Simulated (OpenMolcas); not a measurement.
## Sc2+ in a point-charge field

Sc2+ among 6 point charges of -1 e arranged as a trigonal prism (D3h), 2.14 Å from the ion, with a polar angle of 55.5° against the regular 49.1°.

- Program: OpenMolcas 26.06
- Method: SS-CASPT2, IPEA 0.25 Eh, imaginary shift 0.1 Eh (closed shells correlated: 3s 3p)
- Basis: ANO-RCC-VDZP [5s4p2d1f]
- Scalar Hamiltonian: DKH2, point nucleus
- Active space: 1 electron in 5 orbitals (3d)
- State averaging: 2S+1 = 2 even, 5 roots
- Spin-orbit coupling: state interaction with AMFI integrals over the reference wave functions

The lowest spin-free states (labels of D3, the rotations of D3h), above the lowest:

| State | Degeneracy | E (cm-1) | Free-ion L (%) |
| --- | --- | --- | --- |
| 2A1 | 1 | 0 | D (100) |
| 2E | 2 | 1220 | D (100) |
| 2E | 2 | 5370 | D (100) |

The lowest levels with spin-orbit coupling:

```json
{"E (cm-1)": "0", "Degeneracy": "2", "Label": "E1/2", "2S+1": "2", "g": "1.92 1.92 2.00"}
{"E (cm-1)": "1160", "Degeneracy": "2", "Label": "E3/2", "2S+1": "2", "g": "0.00 0.00 1.67"}
{"E (cm-1)": "1280", "Degeneracy": "2", "Label": "", "2S+1": "2", "g": "0.00 0.00 5.67"}
{"E (cm-1)": "5340", "Degeneracy": "2", "Label": "E1/2", "2S+1": "2", "g": "0.00 0.08 0.08"}
{"E (cm-1)": "5410", "Degeneracy": "2", "Label": "E3/2", "2S+1": "2", "g": "0.00 0.00 4.00"}
```

Powder χT (cm3 K/mol): 0.356 at 2 K, 0.357 at 10 K, 0.365 at 50 K, 0.375 at 100 K, 0.394 at 200 K, 0.415 at 300 K. The effective moment at 300 K is 2.828 √(χT) = 1.82 μB.

The lowest level has 2S+1 = 2, for which the spin-only value is χT = S(S+1) / 2 = 0.375 cm3 K/mol (g = 2). The computed 0.415 at 300 K differs by +0.040, through orbital momentum, spin-orbit coupling and any other state in reach.

Roots that are degenerate in the reference are averaged as groups; the widest CASPT2 spread within a group is 110 cm-1 (the 2-fold group of multiplicity 2 near 1220 cm-1 above the lowest state of its run). Shifts and gaps below about the spread of the groups concerned are not significant. Free-ion shares, where given, are those of the reference states; single-state CASPT2 does not remix them. Point charges carry no covalency, so the field is a model and not that of real ligands. No measured value stands beside these numbers.
